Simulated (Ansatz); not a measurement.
Molecule: C2H6BrSi, charge 0, multiplicity 2. It need not be the lowest isomer of its formula. 
Geometry from a B3LYP-D3(BJ)/def2-TZVP (Ansatz, an electronic-structure program) optimisation:
```
Si
C 1 1.8784
H 2 1.0897 1 111.26
H 2 1.0923 3 108.61 1 -121.28
H 2 1.0937 3 108.43 4 -117.75
C 1 1.8784 2 111.60 3 177.60
H 6 1.0897 1 111.26 2 -177.60
H 6 1.0923 7 108.61 1 121.28
H 6 1.0937 7 108.43 8 117.75
Br 1 2.2615 2 108.09 3 58.87
```
Charge 0, spin multiplicity 2.

Parts of the frozen-core correlation energy in 6-31G (Ansatz, hartree). Frozen orbitals: 21; correlated occupied orbitals by spin: 13 and 12; virtual: 38 and 39. Open shells are spin-unrestricted. No spin-orbit coupling. Non-relativistic.

```csv
term,value
reference (HF),-2940.15693
MP2 opposite-spin,?
MP2 same-spin,?
CCSD correlation,?
(T),-0.00676
T1 diagnostic,0.010
largest doubles amplitude,0.032
<S^2> of the reference,0.752
```

### Question
Complete the blanks.

### Answer

- MP2 opposite-spin, value: -0.20760
- MP2 same-spin, value: -0.05426
- CCSD correlation, value: -0.30353
